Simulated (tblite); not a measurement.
H5GeSi (SMILES [SiH3][GeH2]), doublet, at a GFN2-xTB geometry; GFN1-xTB run with tblite.

The tblite input:
```
$ tblite run mol.xyz --method gfn1 --charge 0 --spin 1 --etemp 2000 --json tblite.json --no-restart

# file mol.xyz
7

Si    -1.54892639    -0.09194217     0.27867756
Ge     0.78199144     0.05566743    -0.19621592
H     -2.12792534    -1.10565042    -0.60367109
H     -2.15100443     1.20907190    -0.01374444
H     -1.85259815    -0.44954338     1.66619045
H      1.43037867    -1.20061145     0.47032318
H      1.36239242     1.05256596     0.85832548
```

It wrote (shortened):

```
xTB calculator
 | screened Coulomb repulsion
 | Coulomb electrostatics
 |  * isotropic Klopman-Ohno-Mataga-Nishimoto electrostatics
 |  * onsite third-order electrostatics
 | DFT-D3(BJ) dispersion correction

halogen bonding energy    0.0000000000000E+00 Eh
repulsion energy          4.1812726404768E-02 Eh
dispersion energy        -1.7798442902399E-03 Eh
number of electrons       1.3000000000000E+01 e
integral cutoff           4.0000000000000E+01 bohr

------------------------------------------------------------
  cycle        total energy    energy error   density error
------------------------------------------------------------
      1     -6.090243951223  -6.1302768E+00   2.8413762E-01
      2     -6.137882713837  -4.7638763E-02   1.6072379E-01
      3     -6.137355653330   5.2706051E-04   9.7666681E-02
      4     -6.160630399408  -2.3274746E-02   2.2948978E-02
      5     -6.160812315839  -1.8191643E-04   3.9025202E-03
      6     -6.160813451137  -1.1352983E-06   1.2456203E-03
      7     -6.160815143627  -1.6924899E-06   5.6136035E-04
      8     -6.160815594468  -4.5084083E-07   1.4509187E-04
      9     -6.160815617657  -2.3188618E-08   1.1377535E-05
------------------------------------------------------------

electronic energy        -6.2008484997710E+00 Eh
total energy             -6.1608156176565E+00 Eh

Post processing:
 | Mayer-Wiberg bond orders

[Info] JSON dump of results written to 'tblite.json'
```
